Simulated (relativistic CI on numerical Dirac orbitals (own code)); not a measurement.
## Line list: Forbidden lines, Gd XXXI

Computed by Dirac-Coulomb-Breit CI, separate exchange-only KLI orbitals for each configuration, QED by a radiative potential, unscaled Slater integrals (own radial code, finite nucleus).

CI space (outside the closed core [Ar] 3d10): 4s2.4p4, 4s.4p5, 4s2.4p3.4d, 4p6, 4s.4p4.4d, 4s2.4p3.4f, 4s.4p4.4f, 4p5.4d, 4s.4p3.4d2, 4s2.4p2.4d.4f, 4p5.4f, 4p4.4d2, 4p3.4d3, 4p3.4d2.4f. Double excitations out of closed p, d and f shells are left out; levels of such configurations are missing from the list, as are those of other unlisted configurations, and high levels can miss mixing partners.

```tsv
λ vac (Å)	Lower	Upper	Type	A (s⁻¹)	E lower (eV)	E upper (eV)
97.917	4s2.4p4 3P_2 [1]	4s2.4p3.4d 3F°_4 [11]	M2	2.23e+03	0.000	126.622
100.86	4s2.4p4 1D_2 [4]	4s2.4p3.4d 3F°_4 [26]	M2	3.02e+03	44.642	167.565
224.57	4s2.4p3.4d 3F°_3 [20]	4s2.4p3.4d 3F°_4 [40]	M1	2.83e+04	156.417	211.627
242.24	4s2.4p3.4d 3G°_4 [22]	4s2.4p3.4d 3F°_4 [40]	M1	2.73e+04	160.446	211.627
250.16	4s2.4p3.4d 3D°_3 [23]	4s2.4p3.4d 3F°_4 [40]	M1	1.50e+05	162.064	211.627
256.50	4s2.4p3.4d 5D°_4 [24]	4s2.4p3.4d 3F°_4 [40]	M1	6.08e+05	163.290	211.627
256.83	4s2.4p4 3P_1 [3]	4s2.4p4 3P_0 [5]	M1	1.82e+06	40.753	89.027
277.73	4s2.4p4 3P_2 [1]	4s2.4p4 1D_2 [4]	E2	1.29e+04	0.000	44.642
277.73	4s2.4p4 3P_2 [1]	4s2.4p4 1D_2 [4]	M1	3.74e+05	0.000	44.642
279.34	4s2.4p4 1D_2 [4]	4s2.4p4 3P_0 [5]	E2	4.58e+04	44.642	89.027
279.73	4s2.4p3.4d 3F°_3 [10]	4s2.4p3.4d 5D°_4 [24]	M1	3.11e+04	118.967	163.290
281.39	4s2.4p3.4d 3F°_4 [26]	4s2.4p3.4d 3F°_4 [40]	M1	7.47e+04	167.565	211.627
290.80	4s2.4p3.4d 3F°_4 [11]	4s2.4p3.4d 3G°_5 [27]	E2	5.85e+03	126.622	169.258
290.80	4s2.4p3.4d 3F°_4 [11]	4s2.4p3.4d 3G°_5 [27]	M1	1.03e+05	126.622	169.258
292.63	4s2.4p3.4d 3G°_5 [27]	4s2.4p3.4d 3F°_4 [40]	M1	1.59e+05	169.258	211.627
298.92	4s2.4p3.4d 3F°_3 [10]	4s2.4p3.4d 3G°_4 [22]	E2	5.67e+03	118.967	160.446
298.92	4s2.4p3.4d 3F°_3 [10]	4s2.4p3.4d 3G°_4 [22]	M1	7.80e+04	118.967	160.446
302.82	4s2.4p3.4d 3F°_4 [11]	4s2.4p3.4d 3F°_4 [26]	E2	3.95e+03	126.622	167.565
302.82	4s2.4p3.4d 3F°_4 [11]	4s2.4p3.4d 3F°_4 [26]	M1	5.24e+04	126.622	167.565
304.24	4s2.4p4 3P_2 [1]	4s2.4p4 3P_1 [3]	M1	5.68e+05	0.000	40.753
338.13	4s2.4p3.4d 3F°_4 [11]	4s2.4p3.4d 5D°_4 [24]	M1	3.64e+05	126.622	163.290
366.56	4s2.4p3.4d 3F°_4 [11]	4s2.4p3.4d 3G°_4 [22]	M1	1.56e+04	126.622	160.446
375.23	4s2.4p3.4d 1F°_3 [34]	4s2.4p3.4d 3F°_4 [40]	M1	4.39e+04	178.585	211.627
379.34	4s2.4p4 1S_0 [2]	4s2.4p4 3P_1 [3]	M1	1.37e+05	8.069	40.753
405.08	4s2.4p3.4d 3D°_3 [14]	4s2.4p3.4d 3F°_4 [26]	M1	3.74e+04	136.958	167.565
457.80	4s2.4p3.4d 1F°_3 [37]	4s2.4p3.4d 3F°_4 [40]	M1	9.23e+04	184.544	211.627
470.85	4s2.4p3.4d 3D°_3 [14]	4s2.4p3.4d 5D°_4 [24]	M1	9.80e+04	136.958	163.290
527.87	4s2.4p3.4d 3D°_3 [14]	4s2.4p3.4d 3G°_4 [22]	M1	8.53e+03	136.958	160.446
1407.0	4s2.4p3.4d 3G°_4 [22]	4s2.4p3.4d 3G°_5 [27]	M1	4.25e+03	160.446	169.258
1619.8	4s2.4p3.4d 3F°_3 [10]	4s2.4p3.4d 3F°_4 [11]	M1	3.11e+03	118.967	126.622
```

Terms are leading LS components. Brackets give the number of a level in order of energy, since labels repeat. The list gives strong lines, with weight on those to low levels, among the lowest 200 of 2773 levels, so that lines to higher ones, which can be the strongest, are missing. Levels whose partners in the same complex of configurations lie outside the list can be far off, and so can their lines. Rates are taken at the computed energies, electric ones in the length gauge.

At this charge energies of transitions that change n are usually good to better than 1 %, and those within a shell (Δn = 0) to a few per cent.

LS names give the leading component of a level, which can be under half, so a name can repeat, a term be missing and a line seem to break the LS rules.
